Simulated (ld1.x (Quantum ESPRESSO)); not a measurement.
**Before and after: TM potential for Nb (Z = 41)**

Nb, norm-conserving Troullier–Martins (Kleinman–Bylander form), made with ld1.x (Quantum ESPRESSO) 7.5 (LDA (PZ), scalar-relativistic). Core [Ar] 3d10, reference 4s2 4p6 4d3 5s0 5p0 (charge +2). Waves: 4s (bound): rc 1.30 bohr; 4p (bound): rc 2.20 bohr; 4d (bound): rc 2.30 bohr. Local part: all-electron potential smoothed inside 1.50 bohr (lloc = -1). Core correction: a·sin(br)/r model core inside 0.90 bohr.

Change: wave 4d (bound): rc 2.30 bohr becomes 4d (bound): rc 3.06 bohr.

Cutoffs: the cutoffs (Ry, on a coarse ladder) from which the occupation-weighted sum of valence levels, in a spherical-Bessel basis at the reference potential, stays within 10 and 1 mRy of its value at 400 Ry; they do not see the model core or the augmentation charge, which bear on the density cutoff. Errors are all-electron minus pseudo energies relative to the spin-unpolarised reference configuration.

Task: What does the change do?

Result: The potential gets neither clearly harder nor softer (80 Ry and 140 Ry → 80 Ry and 140 Ry); the s channel sets the loose cutoff, while the largest relative change is in d, which becomes softer; of the 9 tests that both files solve, the error grows in 4 and shrinks in 1 by more than 15 % and 0.3 meV (median size 68.9 → 64.8 meV); neither file shows a bound ghost.

```csv
quantity,base,changed
"cutoff, loose",80 Ry,80 Ry
"cutoff, tight",140 Ry,140 Ry
loose cutoff by channel (10 mRy a level),"s 70 Ry, p 21 Ry, d 30 Ry","s 70 Ry, p 21 Ry, d 21 Ry"
bound ghosts,none,none
"error for 4s2 4p6 4d4 5s1 5p0, meV [ΔE -21.19 eV]",+69,+65
"error for 4s2 4p6 4d4 5s0 5p0, meV [ΔE -14.28 eV]",+1.5,+11
"error for 4s2 4p6 4d2 5s0 5p0, meV [ΔE 24.93 eV]",+9.9,+52
"error for 4s2 4p6 4d4 5s0 5p1, meV [ΔE -18.14 eV]",+35,+37
"error for 4s2 4p6 4d3 5s2 5p0, meV [ΔE -21.75 eV]",+166,+163
"error for 4s1 4p6 4d4 5s1 5p0, meV [ΔE 42.93 eV]",+90,-29
"error for 4s2 4p6 4d3 5s1 5p0, meV [ΔE -13.98 eV]",+108,+106
"error for 4s2 4p6 4d3 5s0 5p0 (spin-polarised), meV [ΔE -1.39 eV]",+56,+119
"error for 4s2 4p6 4d4 5s1 5p0 (spin-polarised), meV [ΔE -23.80 eV]",+134,+206
```
